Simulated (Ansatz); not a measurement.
Start from `C=C[CH2][SnH3]` and change one atom or group to get `C=C[CH2][InH2]`.

Ansatz, PBE0-D4/def2-TZVP geometries, multiplicity 1. Each molecule was computed in one conformer, which needn't be the lowest.

Elements past krypton have def2 core potentials.

```csv
property,`C=C[CH2][SnH3]`
size of the dipole moment (B3LYP/def2-TZVPP) / D,0.56
HOMO energy (ωB97M-V/def2-TZVPP) / eV,-9.00
HOMO–LUMO gap (ωB97M-V/def2-TZVPP) / eV,10.45
"ideal-gas entropy at 298 K and 1 bar (rigid rotor, harmonic PBE0-D4/def2-TZVP) / J/(mol·K)",348
HOMO–LUMO gap (PBE0/def2-TZVPP) / eV,6.74
LUMO energy (PBE/def2-TZVPP) / eV,-1.04
```

Problem. Give the same properties after the change, and the shifts. (Estimate.)

Solution. The calculation gave: 
```
                                                                                  property  `C=C[CH2][InH2]`  shift
                                          size of the dipole moment (B3LYP/def2-TZVPP) / D              0.70   0.14
                                                     HOMO energy (ωB97M-V/def2-TZVPP) / eV             -8.44   0.56
                                                   HOMO–LUMO gap (ωB97M-V/def2-TZVPP) / eV              8.81  -1.64
ideal-gas entropy at 298 K and 1 bar (rigid rotor, harmonic PBE0-D4/def2-TZVP) / J/(mol·K)               335    -13
                                                      HOMO–LUMO gap (PBE0/def2-TZVPP) / eV              5.35  -1.39
                                                         LUMO energy (PBE/def2-TZVPP) / eV             -1.77  -0.73
```

With PBE0 the HOMO rises by 0.48 eV and the LUMO falls by 0.90 eV, so the gap narrows by about 1.38 eV. PBE moves the HOMO by 0.40 eV and ωB97M-V by 0.56 eV. The zero-point energy changes by -22.5 kJ/mol with -3 modes. Dipoles are sizes alone; their direction can turn.

B3LYP here is the variant with VWN-RPA as its local correlation; programs differ in this.
